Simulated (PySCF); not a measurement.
Cu (SMILES [Cu]), doublet.

PySCF was given this input:
```python
from pyscf import gto, scf, dft

mol = gto.Mole()
mol.atom = '''
    Cu    0.00000000    0.00000000    0.00000000
'''
mol.basis = 'cc-pvtz'
mol.spin = 1
mol.verbose = 4
mol.build()

mf = dft.UKS(mol)
mf.xc = 'wb97m_v'
mf.grids.atom_grid = (99, 590)
mf.grids.prune = None
mf.kernel()
```

Problem. What does this run give for the HOMO energy, <S^2>, total energy?

Solution. 
- HOMO energy = -7.09 eV
- <S^2> = 0.750
- total energy = -1640.4334 Eh

These values belong to the state on which the SCF converged, which isn't shown to be the lowest.
